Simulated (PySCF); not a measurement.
Does the structure fit the spectrum?

A compound C₆H₁₃PSi gives the data below (simulated from a calculation) and was assigned the structure `C/C([SiH3])=P/C1CCC1`.

13C{1H} NMR (computed): δ 267.3 (C), 98.2 (CH), 36.9 (CH2), 34.2 (CH), 25.8 (CH3, 2C).

1H NMR (500 MHz, computed): δ 5.89 (m, 1H), 4.30 (d, 3H), 1.75 (m, 1H), 1.59 (m, 2H), 1.10 (d, 6H).

- shieldings: GIAO PBE0/pcSseg-1
- structure optimised with GFN2-xTB
- program: PySCF 2.14.0 with density-fitted response routines
- one averaged value for each set of equivalent atoms, one computed conformer, in vacuum, non-relativistic

δ = σ(ref) − σ, references computed at the same level: 1H and 13C vs TMS.

Q: Compare with the shifts computed for the proposed structure, pairing carbons in order of shift.

A: Structure with atom numbers: `[CH3:1]/[C:2]([SiH3:3])=[P:4]/[CH:5]1[CH2:6][CH2:7][CH2:8]1`; H(Xn) means a hydrogen on atom n.

| atom | computed for proposal | given list | difference |
| --- | --- | --- | --- |
| C2 | 212.2 | 267.3 | -55.1 |
| C5 | 38.9 | 98.2 | -59.3 |
| C1 | 33.9 | 36.9 | -3.0 |
| C6 | 27.9 | 34.2 | -6.3 |
| C8 | 27.9 | 25.8 | +2.1 |
| C7 | 19.5 | 25.8 | -6.3 |

The rms difference is 33.3 ppm and the largest -59.3 ppm at C5 (sp3 CH bonded to P). The carbon types in order of shift don't match either: C, CH, CH3, CH2, CH2, CH2 for the proposal against C, CH, CH2, CH, CH3, CH3 in the data. The proposal doesn't fit.

Q: Which isomer fits?

A: SMILES CC(C)CP=C=C[SiH3].

δC 267.3: cumulene carbon. δC 98.2: alkene CH. δC 25.8: methyl carbon; a saturated carbon with 1 carbon neighbour and no heteroatom attached. δH 1.10: hydrogen on a methyl carbon; far from electronegative atoms and π systems.

This is the structure that produced the data.

Splittings by 31P in the carbon and heteronuclear signals aren't shown, as no couplings were computed. Shifts are as computed. Against solution values, carbons near 30 ppm lie about +3 ppm off and those near 130 ppm about +5 ppm. Of 1211 compounds with measured shifts, 218 miss one by over three times the rms of a fit or turn the order of signals round; such compounds aren't used in these exercises. No couplings were computed; multiplicities are counted from neighbouring protons, with m where these are inequivalent, close in shift, in a saturated or five-membered ring or joined by F or P, and br s for small geminal =CH2 splittings.
